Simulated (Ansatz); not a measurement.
Ansatz (an electronic-structure program) input (CCSD(T)/aug-cc-pVDZ):

Ansatz 0.2 input:
```yaml
crystal:
  periodic: [false, false, false]
  atoms:
    - {symbol: F, position_ang: [-0.31727713, -1.92210696, 0.06729578]}
    - {symbol: As, position_ang: [-0.29154349, 0.02051173, 0.07326886]}
    - {symbol: F, position_ang: [1.44153628, -0.10142020, -0.36227777]}
    - {symbol: F, position_ang: [-0.05526635, 1.94831749, 0.02632949]}
basis:
  gaussian:
    orbitals: aug-cc-pVDZ
total_charge: -1
magnetization: {spin_polarized: true, initial_magnetization: 1}
correlation: {method: ccsd_t, electrons: outside_noble_gas}
output: {forces: true}
```

End of the output:

```
mean field evaluation 16: about -68915.3409 eV, gradient 9.5e0 eV
mean field evaluation 32: about -68911.9826 eV, gradient 2.3e-1 eV
mean field -68915.77672846 eV, -2532.6080819798 hartree, gradient 2.4e-6 eV, S^2 0.777343; 0 other end points of the search recorded, 0 dependent functions left out
17 core orbitals not correlated
reference -68915.77672846 eV, -2532.6080819798 hartree; 14, 13 occupied and 74, 75 virtual orbitals, 1056 factors
densities: 1.26 GiB planned
second order -20.51410064 eV of doubles, -0.00000000 eV of singles
coupled cluster: 0.85 GiB planned
cycle   1  -19.94042244 eV  change    5.7e-1 eV  update   1.5e-1
cycle   2  -20.51223378 eV  change   -5.7e-1 eV  update   5.3e-2
cycle   3  -20.66886768 eV  change   -1.6e-1 eV  update   2.7e-2
cycle   4  -20.66982097 eV  change   -9.5e-4 eV  update   8.4e-3
cycle   5  -20.66084228 eV  change    9.0e-3 eV  update   4.6e-3
cycle   6  -20.66333474 eV  change   -2.5e-3 eV  update   1.8e-3
cycle   7  -20.66472572 eV  change   -1.4e-3 eV  update   7.3e-4
cycle   8  -20.66465615 eV  change    7.0e-5 eV  update   3.1e-4
cycle   9  -20.66468064 eV  change   -2.4e-5 eV  update   1.4e-4
cycle  10  -20.66477603 eV  change   -9.5e-5 eV  update   5.8e-5
cycle  11  -20.66471918 eV  change    5.7e-5 eV  update   2.5e-5
cycle  12  -20.66472308 eV  change   -3.9e-6 eV  update   1.1e-5
cycle  13  -20.66473029 eV  change   -7.2e-6 eV  update   4.0e-6
cycle  14  -20.66473091 eV  change   -6.2e-7 eV  update   1.7e-6
perturbative correction -0.61311505 eV, -0.0225315627 hartree
the calculation of the forces begins
Total energy: -68937.05457443 eV, -2533.3900283965 hartree
Atom 0 at    -0.317277    -1.922107     0.067296 Å, force     0.043398    -0.123559    -0.011677 eV/Å
Atom 1 at    -0.291543     0.020512     0.073269 Å, force    -0.428510     0.030150     0.107690 eV/Å
Atom 2 at     1.441536    -0.101420    -0.362278 Å, force     0.325476    -0.022900    -0.081797 eV/Å
Atom 3 at    -0.055266     1.948317     0.026329 Å, force     0.059636     0.116309    -0.014216 eV/Å
Dipole moment:    -0.225258     0.015848     0.056610 e Å
```
